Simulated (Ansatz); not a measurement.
The same hydrogenolysis along the group O, S, Se, Te.

Program: Ansatz. Geometries: PBE0-D4/def2-TZVP. ΔE: electronic, gas phase. CCSD(T)/CBS adds triple-zeta CCSD(T) − MP2 to the extrapolated MP2 energy (def2 sets, frozen cores). This one scheme is used for every species. DFT in def2-TZVPP. def2 core potentials past Kr. For Se, Te outer-core shells are correlated without core-valence functions, which leaves a few kJ/mol of doubt a bond. Scalar relativity is left out up to krypton. Each species was taken in one conformer, which may not be the lowest.

| reaction | CCSD(T)/CBS(def2) (kJ/mol) |
| --- | --- |
| `C[SiH2][SiH2]O` + H₂ → `O[SiH2][SiH3]` + CH₄ | ? |
| `C[SiH2][SiH2]S` + H₂ → `[SiH3][SiH2]S` + CH₄ | -26 |
| `C[SiH2][SiH2][SeH]` + H₂ → `[SiH3][SiH2][SeH]` + CH₄ | -26 |
| `C[SiH2][SiH2][TeH]` + H₂ → `[SiH3][SiH2][TeH]` + CH₄ | -23 |

(1) Fill in the missing values. (An estimate is asked.)

Largest T1 diagnostic: 0.012, for `O[SiH2][SiH3]`.

## Answers

(1) Ansatz gave: `C[SiH2][SiH2]O` + H₂ → `O[SiH2][SiH3]` + CH₄: -29.2 kJ/mol.
